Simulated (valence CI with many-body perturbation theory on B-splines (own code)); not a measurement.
The numbers below are computed, except where a source is named.
# Hyperfine factors and g values of W LXVIII

Method: valence CI with perturbative core correlation (CI+MBPT): five valence electrons over a frozen Dirac-Fock core [He], a basis of 9 s, 9 p, 8 d, 6 f, 3 g, 1 h functions for each j, with the one-electron correlation potential Σ1 (screened to all orders), the two-electron term Σ2, the three-electron term Σ3, Breit, model QED; selected single and double excitations, second order for the rest (own B-spline code, finite nucleus).

The last digits are not significant, and no measured levels were compared; by estimate large intervals hold to a few tenths of a per cent, small ones and those within an open d or f shell to about a per cent. Among the levels kept, up to 1200 cm⁻¹ of a level comes from second order outside the variational space, and about a tenth of that is noise between levels of different J, which matters for small intervals.

A/g_I is the dipole constant over the nuclear g factor μ/I (μ in nuclear magnetons, uniformly magnetised nucleus), B/Q the quadrupole constant per barn. Both hold the static response of the core; the bare values leave it out. Large factors of s and p1/2 electrons are usually good to 5 to 10 %; those of open d and f shells near neutrality can be off by tens of per cent, and small factors of p3/2, d and f electrons come from cancelling terms and can be off by a factor of two or in sign, in half-filled shells by more. B is blank for J = 1/2, where it vanishes, and for nearly pure S terms. Energies count from the lowest level.

Levels are named by their leading jj configuration (3d3/2^4 stands for four electrons in 3d with j = 3/2), which in mixed levels can hold well under half, so a name can repeat and another be missing. Letters in brackets count levels of one name in rising energy.

```csv
Level,E (Ry),g,A/g_I (MHz),A/g_I bare,B/Q (MHz/b),B/Q bare
(2s^2 2p1/2^2 2p3/2) J=3/2,0.00,1.312,818000,837000,1600000,1600000
(2s^2 2p1/2 2p3/2^2) J=3/2,101.99,1.433,-498000,-471000,84700,84800
(2s^2 2p1/2 2p3/2^2) J=5/2,103.69,1.162,2170000,2170000,-4580,-4590
(2s^2 2p1/2 2p3/2^2) J=1/2,107.56,0.616,7500000,7470000,,
(2s 2p1/2^2 2p3/2^2) J=5/2,127.45,1.442,5200000,5170000,199000,199000
(2s 2p1/2^2 2p3/2^2) J=1/2,135.26,1.994,2.27e+07,2.25e+07,,
(2s 2p1/2^2 2p3/2^2) J=3/2,135.35,1.169,-3570000,-3490000,-170000,-170000
(2s^2 2p3/2^3) J=3/2,209.78,1.286,846000,863000,-1690000,-1690000
(2s 2p1/2 2p3/2^3) J=3/2 [a],231.49,1.585,5270000,5230000,-1280000,-1280000
(2s 2p1/2 2p3/2^3) J=5/2,234.52,1.280,6580000,6530000,-1840000,-1850000
(2s 2p1/2 2p3/2^3) J=1/2,239.32,1.344,-8690000,-8540000,,
(2s 2p1/2 2p3/2^3) J=3/2 [b],239.92,1.006,170000,211000,-523000,-524000
(2p1/2^2 2p3/2^3) J=3/2,268.01,1.298,792000,827000,-1630000,-1640000
(2s 2p3/2^4) J=1/2,342.68,1.878,2.29e+07,2.27e+07,,
(2p1/2 2p3/2^4) J=1/2,372.22,0.616,7530000,7480000,,
(2s^2 2p1/2^2 3s) J=1/2,647.38,1.990,6530000,6480000,,
(2s^2 2p1/2^2 3p1/2) J=1/2,655.12,0.645,2220000,2210000,,
(2s^2 2p1/2^2 3p3/2) J=3/2,686.37,1.321,241000,247000,482000,482000
(2s^2 2p1/2^2 3d3/2) J=3/2,693.02,0.782,141000,140000,84300,85000
(2s^2 2p1/2^2 3d5/2) J=5/2,701.73,1.187,50200,50300,82200,83000
(2s^2 2p1/2 2p3/2 3s) J=3/2 [a],750.53,1.652,1380000,1390000,1040000,1040000
(2s^2 2p1/2 2p3/2 3s) J=1/2,751.30,1.292,-3300000,-3240000,,
(2s^2 2p1/2 2p3/2 3s) J=5/2,751.98,1.304,3320000,3320000,1560000,1570000
(2s^2 2p1/2 2p3/2 3s) J=3/2 [b],752.48,0.951,1960000,1970000,921000,923000
(2s^2 2p1/2 2p3/2 3p1/2) J=1/2,758.17,1.729,-1860000,-1810000,,
(2s^2 2p1/2 2p3/2 3p1/2) J=3/2 [a],758.62,1.124,1500000,1510000,326000,326000
(2s^2 2p1/2 2p3/2 3p1/2) J=5/2,759.60,1.041,2460000,2470000,1550000,1560000
(2s^2 2p1/2 2p3/2 3p1/2) J=3/2 [b],762.70,1.302,1260000,1280000,1590000,1600000
(2s 2p1/2^2 2p3/2 3s) J=5/2,772.89,1.587,6310000,6260000,1610000,1620000
(2s 2p1/2^2 2p3/2 3s) J=3/2 [a],775.05,1.423,7100000,7050000,880000,881000
(2s 2p1/2^2 2p3/2 3s) J=1/2,779.95,0.830,-8240000,-8100000,,
(2s 2p1/2^2 2p3/2 3s) J=3/2 [b],780.66,1.368,-1810000,-1750000,1180000,1180000
(2s 2p1/2^2 2p3/2 3p1/2) J=3/2 [a],781.36,1.659,7160000,7120000,1110000,1110000
(2s 2p1/2^2 2p3/2 3p1/2) J=5/2,781.42,1.327,5480000,5440000,1580000,1580000
(2s 2p1/2^2 2p3/2 3p1/2) J=1/2,787.76,1.254,-6920000,-6790000,,
(2s 2p1/2^2 2p3/2 3p1/2) J=3/2 [b],787.87,0.959,-2420000,-2360000,931000,932000
(2s^2 2p1/2 2p3/2 3p3/2) J=5/2 [a],788.80,1.405,-371000,-354000,1690000,1690000
(2s^2 2p1/2 2p3/2 3p3/2) J=1/2 [a],789.14,1.543,-1900000,-1880000,,
(2s^2 2p1/2 2p3/2 3p3/2) J=3/2 [a],789.47,1.127,2380000,2380000,-1030000,-1030000
(2s^2 2p1/2 2p3/2 3p3/2) J=7/2,789.96,1.214,1540000,1550000,2060000,2070000
```

Problem. Take the isotope of mass number 183, with I = 1/2, μ = 0.11739 μN. What is the hyperfine structure of (2s^2 2p3/2^3) J=3/2?

Solution. From the table A = 199000 MHz. Shifts from the centre of gravity in MHz: F = 1: -249000, F = 2: 149000.
